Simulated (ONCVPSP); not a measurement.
## What one change does to a pseudopotential (Be (Z = 4), ONCV)

beryllium, optimised norm-conserving Vanderbilt (ONCV), made with ONCVPSP 4.0.1 (PBE, scalar-relativistic). Core [He], reference 2s1 (charge +1). Waves: 2s: rc 1.60 bohr, ncon 4, nbas 7, qcut 3.4 1/bohr, 2 projectors, debl 1.7 Ha; p scattering state at 0.25 Ha: rc 1.65 bohr, ncon 4, nbas 8, qcut 4.9 1/bohr, 2 projectors, debl 0.4 Ha; d scattering state at 0.13 Ha: rc 1.60 bohr, ncon 3, nbas 6, qcut 5.6 1/bohr, 2 projectors, debl 2.6 Ha. Local part: polynomial inside 1.40 bohr (lpopt 5, dvloc0 6 Ha). Core correction: Teter function fitted to the true core (icmod 2), fcfact 0.2.

In the p channel the program set the typed energies aside and used 0.050, 0.450 Ha.

Change: core correction Teter function fitted to the true core (icmod 2), fcfact 0.46.

Cutoffs: the cutoffs (Ha) at which the residual kinetic energy of the hardest occupied pseudo-wave falls to 1 and 0.1 mHa per electron; they do not see the model core or the augmentation charge, which bear on the density cutoff. Errors are all-electron minus pseudo energies relative to the spin-unpolarised reference configuration.

**Question.** What does the change do?

**Answer.** The potential gets neither clearly harder nor softer (6.8 Ha and 30 Ha → 6.8 Ha and 30 Ha); of the 4 tests that both files solve, the error grows in 0 and shrinks in 3 by more than 15 % and 0.3 meV (median size 18.1 → 14.5 meV); neither file shows a bound ghost. A model core, the more so a compact one, raises the density cutoff, which this test does not measure.

```tsv
quantity	base	changed
cutoff, loose	6.8 Ha	6.8 Ha
cutoff, tight	30 Ha	30 Ha
bound ghosts	none	none
GHOST(+) flags under 300 eV	none	none
error for 2s2, meV [ΔE -9.55 eV]	+17	+15
error for 2s1.5, meV [ΔE -5.79 eV]	+7.2	+5.8
error for 2s1 2p1, meV [ΔE -5.94 eV]	+19	+14
error for 2s0 2p2, meV [ΔE -2.30 eV]	+37	+28
s: phases at 1.63 bohr within 0.05 rad from the reference energy up to (Ha; the scan ends near 5)	3.9	3.9
p: phases at 1.68 bohr within 0.05 rad from the reference energy up to (Ha; the scan ends near 5)	to the end of the scan	to the end of the scan
d: phases at 1.63 bohr within 0.05 rad from the reference energy up to (Ha; the scan ends near 5)	to the end of the scan	to the end of the scan
rms error of d²Exc/dni dnj with the model core, mHa	7.22	5.02
```
